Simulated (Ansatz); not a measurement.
```yaml
crystal:
  periodic: [false, false, false]
  atoms:
    - {symbol: Zr, position_ang: [-0.897919, 1.931680, -0.807330]}
    - {symbol: Al, position_ang: [1.414527, 0.633170, -0.090389]}
    - {symbol: Al, position_ang: [0.621254, -1.132353, 1.862368]}
    - {symbol: Al, position_ang: [0.878699, -2.020184, -0.539803]}
    - {symbol: Al, position_ang: [-0.004692, -0.221858, -2.273142]}
    - {symbol: Al, position_ang: [-0.426884, 1.298285, 1.830491]}
    - {symbol: Al, position_ang: [-1.584985, -0.488740, 0.017817]}
basis:
  gaussian: {orbitals: def2-TZVP, initial_orbitals: start.molden}
total_charge: 1
magnetization: {spin_polarized: true, initial_magnetization: 3}
hamiltonian: {xc: {name: wB97M-V}}
scf: {omitted_lower_state_checks: [starts]}
output: {orbitals: {seedname: orbitals}}
```

The file start.molden holds the orbitals of an earlier run on this structure, at another level or in another basis.

```sh
$ ansatz run in.yaml --threads 4 --pin off --events-out ev --progress --plain --max-ram 4787MiB
```

Does this run fit into the memory that it is given?

No. It has 262 basis functions, and Ansatz plans for 4.74 GiB where 4.67 GiB are given.
